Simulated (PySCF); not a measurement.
Species: C4H12OSi2.
SMILES with atom numbers: `[CH3:1][CH2:2][O:3][SiH:4]1[CH2:5][SiH2:6][CH2:7]1` (hydrogens: H8, H9, H10 on C1; H11, H12 on C2; H13 on Si4; H14, H15 on C5; H16, H17 on Si6; H18, H19 on C7)

The same species was optimised twice, with GFN2-xTB and with PBE0-D3(BJ)/def2-SVP (PySCF), and the same property calculations (PySCF, gas phase) were run on both structures.

```csv
coordinate,GFN2-xTB,PBE0-D3(BJ)/def2-SVP,change
O3–Si4 (Å),1.621,1.666,+0.045
Si4–C7 (Å),1.905,1.886,-0.019
Si4–C5 (Å),1.917,1.899,-0.018
C5–Si6 (Å),1.918,1.907,-0.011
C1–C2 (Å),1.521,1.511,-0.010
C2–O3 (Å),1.399,1.407,+0.008
Si6–C7 (Å),1.913,1.907,-0.006
C5–Si4–C7 (°),88.8,92.7,+3.9
Si4–C7–Si6 (°),91.6,87.9,-3.7
Si4–C5–Si6 (°),91.0,87.5,-3.5
C2–O3–Si4 (°),128.1,124.8,-3.3
C5–Si6–C7 (°),88.5,91.8,+3.3
O3–Si4–C7 (°),106.6,109.6,+3.0
O3–Si4–C5 (°),116.3,113.7,-2.6
C1–C2–O3 (°),109.4,109.4,0.0
C1–C2–O3–Si4 (°),-178,-176,+2
C2–O3–Si4–C5 (°),-76,-72,+4
```

Rotational constants: A = 4146, B = 850.2, C = 832.0 MHz (GFN2-xTB) against A = 4218, B = 860.9, C = 830.0 MHz (PBE0-D3(BJ)/def2-SVP). Point groups within 0.08 Å: C1 and C1.

On the GFN2-xTB structure: isotropic polarisability (au) 101.3 [wB97X-D/def2-SVPD]; HOMO (eV) -9.40 [wB97X-D/def2-SVPD]; LUMO (eV) 1.84 [wB97X-D/def2-SVPD]; dipole (D) 1.23 [wB97X-D/def2-SVPD]; HOMO (eV) -7.58 [PBE0/pcSseg-1]; LUMO (eV) 0.42 [PBE0/pcSseg-1]; dipole (D) 1.29 [PBE0/pcSseg-1]; GIAO shielding of C1 (ppm) 166.2 [PBE0/pcSseg-1]; GIAO shielding of C2 (ppm) 125.1 [PBE0/pcSseg-1]; GIAO shielding of O3 (ppm) 278.2 [PBE0/pcSseg-1]; GIAO shielding of Si4 (ppm) 346.9 [PBE0/pcSseg-1]; GIAO shielding of C5/C7 (mean) (ppm) 183.3 [PBE0/pcSseg-1]; GIAO shielding of Si6 (ppm) 393.1 [PBE0/pcSseg-1].

**Question.** What do these properties become on the PBE0-D3(BJ)/def2-SVP structure?

**Answer.** 
```csv
property,level,on GFN2-xTB,on PBE0-D3(BJ)/def2-SVP,change
isotropic polarisability (au),wB97X-D/def2-SVPD,101.3,102.6,+1.3
HOMO (eV),wB97X-D/def2-SVPD,-9.40,-9.33,+0.07
LUMO (eV),wB97X-D/def2-SVPD,1.84,1.93,+0.09
dipole (D),wB97X-D/def2-SVPD,1.23,1.02,-0.21
"energy, GFN2-xTB geometry as zero (kcal/mol)",wB97X-D/def2-SVPD,0.0,-3.9,-3.9
HOMO (eV),PBE0/pcSseg-1,-7.58,-7.51,+0.07
LUMO (eV),PBE0/pcSseg-1,0.42,0.49,+0.07
dipole (D),PBE0/pcSseg-1,1.29,1.08,-0.21
"energy, GFN2-xTB geometry as zero (kcal/mol)",PBE0/pcSseg-1,0.0,-3.3,-3.3
GIAO shielding of C1 (ppm),PBE0/pcSseg-1,166.2,164.2,-2.0
GIAO shielding of C2 (ppm),PBE0/pcSseg-1,125.1,123.6,-1.5
GIAO shielding of O3 (ppm),PBE0/pcSseg-1,278.2,273.2,-5.0
GIAO shielding of Si4 (ppm),PBE0/pcSseg-1,346.9,340.7,-6.2
GIAO shielding of C5/C7 (mean) (ppm),PBE0/pcSseg-1,183.3,185.3,+2.0
GIAO shielding of Si6 (ppm),PBE0/pcSseg-1,393.1,389.5,-3.6
```

The heavy atoms differ by 0.079 Å rms after alignment. Among bonds between heavy atoms O3–Si4 changes most (+0.045 Å). Changes are differences of the printed values. Neither structure is proved a minimum here.

Conformer computed: `[CH3:1][CH2:2][O:3][SiH:4]1[CH2:5][SiH2:6][CH2:7]1`: C1–C2–O3–Si4 -176°, C2–O3–Si4–C5 -72°.

Note: wB97X-D ran without an empirical dispersion term, which enters the total energy and its gradient alone.
